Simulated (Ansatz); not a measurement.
Geometry optimisation, DFT LDA, scalar-relativistic, plane waves, PAW in Ansatz.

Input:

```yaml
crystal:
  lattice:
    - [8.1, 0.0, 0.0]
    - [0.0, 5.727565, 0.0]
    - [0.0, 0.0, 15.295674]
  atoms:
    - { symbol: Al, position: [0.25, 0.25, 0.065378] }
    - { symbol: Al, position: [0.75, 0.25, 0.065378] }
    - { symbol: Al, position: [0.25, 0.75, 0.065378] }
    - { symbol: Al, position: [0.75, 0.75, 0.065378] }
    - { symbol: Al, position: [0.0, 0.0, 0.1589921] }
    - { symbol: Al, position: [0.5, 0.0, 0.1589921] }
    - { symbol: Al, position: [0.0, 0.5, 0.1589921] }
    - { symbol: Al, position: [0.5, 0.5, 0.1589921] }
    - { symbol: Al, position: [0.25, 0.25, 0.2526062] }
    - { symbol: Al, position: [0.75, 0.25, 0.2526062] }
    - { symbol: Al, position: [0.25, 0.75, 0.2526062] }
    - { symbol: Al, position: [0.75, 0.75, 0.2526062] }
    - { symbol: Al, position: [0.0, 0.0, 0.3462204] }
    - { symbol: Al, position: [0.5, 0.0, 0.3462204] }
    - { symbol: Al, position: [0.0, 0.5, 0.3462204] }
    - { symbol: Al, position: [0.5, 0.5, 0.3462204] }
    - { symbol: P, position: [0.7479422, 0.7305562, 0.4044068] }
basis:
  ecutwfc: 420.0
kpoints:
  mp_grid: { grid: [2, 3, 1] }
hamiltonian:
  xc: lda
scf:
  occupations: { method: fermi_dirac, width: 0.05 }
  lower_state_search: "off"
relax:
  f_tol: 0.03
  max_steps: 60
  adjacent_minimum: "off"
  constraints: [{ sites: [0, 1, 2, 3] }]
output:
  write_density: true
  write_potential: true
  elf: true
  volumetric_format: npy
```

Launched with:

```bash
$ ansatz run input.yaml --threads 1 --pin off --max-ram 3072MiB --backend cpu --events-out ev --progress --plain --runs-dir out
```

Question: Where does it end, and by what steps?

Answer: The forces met the threshold. The force dipped under the threshold on the way, but the program's further checks kept it going. Limits of this set-up: coarse k mesh, thin slab, slab without dipole correction, odd electron count without spin. After 5 steps the energy has fallen by 0.643 eV; Al12 moved furthest, 0.34 Å.

```
step  energy less start (eV)  largest force component (eV/Å)  accepted
   0                  0.0000                           1.200       yes
   1                 -0.4593                           0.269       yes
   2                 -0.6303                           0.216       yes
   3                 -0.6386                           0.108       yes
   4                 -0.6428                           0.011       yes
   5                 -0.6428                           0.011       yes
```

```xyz
17
Lattice="8.1000 0.0000 0.0000 0.0000 5.7276 0.0000 0.0000 0.0000 15.2957" Properties=species:S:1:pos:R:3
Al 2.025 1.432 1.000
Al 6.075 1.432 1.000
Al 2.025 4.296 1.000
Al 6.075 4.296 1.000
Al 0.005 0.017 2.281
Al 4.045 0.017 2.279
Al 0.007 2.845 2.283
Al 4.043 2.845 2.281
Al 2.024 1.427 3.776
Al 6.076 1.430 3.572
Al 2.025 4.295 3.851
Al 6.074 4.292 3.524
Al -0.116 0.072 4.997
Al 4.166 0.074 4.996
Al -0.112 2.784 4.998
Al 4.161 2.782 4.996
P 6.067 4.287 5.872
```

Time of the run: 36 s on 1 thread of Intel(R) Xeon(R) Platinum 8488C (Sapphire Rapids), with other jobs on the host, peak memory 0.63 GiB.
